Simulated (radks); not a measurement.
Trend from Sc2+ to Zn2+: ionisation energy by Delta-SCF between NIST ground configurations, and size. All-electron calculation, scalar-relativistic Kohn-Sham, r2SCAN, spin-polarised, spherical densities, finite nucleus; open shells are filled with parallel spins first; meta-GGA in the generalised Kohn-Sham scheme; Fermi nuclear charge, rms radius of each element as measured or else 0.836 A^(1/3) + 0.57 fm. Program: a radial shooting solver on a logarithmic mesh with Libxc functionals.

Sc2+: configuration [Ar] 3d1; IE (eV) 24.496; NIST (eV) 24.757; kind exp.; -e(HOMO) (eV) 17.886 (3d); outermost 3d; <r> outermost (bohr) 1.55
Ti2+: configuration [Ar] 3d2; IE (eV) 27.283; NIST (eV) 27.492; kind exp.; -e(HOMO) (eV) 20.207 (3d); outermost 3d; <r> outermost (bohr) 1.41
V2+: configuration [Ar] 3d3; IE (eV) 29.819; NIST (eV) 29.311; kind exp.; -e(HOMO) (eV) 22.326 (3d); outermost 3d; <r> outermost (bohr) 1.30
Cr2+: configuration [Ar] 3d4; IE (eV) 32.199; NIST (eV) 30.96; kind exp.; -e(HOMO) (eV) 24.307 (3d); outermost 3d; <r> outermost (bohr) 1.20
Mn2+: configuration [Ar] 3d5; IE (eV) 34.462; NIST (eV) 33.67; kind exp.; -e(HOMO) (eV) 26.186 (3d); outermost 3d; <r> outermost (bohr) 1.12
Fe2+: configuration [Ar] 3d6; IE (eV) 29.966; NIST (eV) 30.65; kind exp.; -e(HOMO) (eV) 22.289 (3d); outermost 3d; <r> outermost (bohr) 1.12
Co2+: configuration [Ar] 3d7; IE (eV) 32.857; NIST (eV) 33.5; kind semi-emp.; -e(HOMO) (eV) 24.682 (3d); outermost 3d; <r> outermost (bohr) 1.05
Ni2+: configuration [Ar] 3d8; IE (eV) 35.500; NIST (eV) 35.19; kind exp.; -e(HOMO) (eV) 26.905 (3d); outermost 3d; <r> outermost (bohr) 0.980
Cu2+: configuration [Ar] 3d9; IE (eV) 37.997; NIST (eV) 36.84; kind exp.; -e(HOMO) (eV) 29.013 (3d); outermost 3d; <r> outermost (bohr) 0.924
Zn2+: configuration [Ar] 3d10; IE (eV) 40.390; NIST (eV) 39.723; kind exp.; -e(HOMO) (eV) 31.039 (3d); outermost 3d; <r> outermost (bohr) 0.875

Reference values: NIST Atomic Spectra Database (exp. = measured, semi-emp. = semi-empirical, theory = theoretical value adopted there). Open shells are spherical and high-spin; term and fine-structure splittings are not resolved.
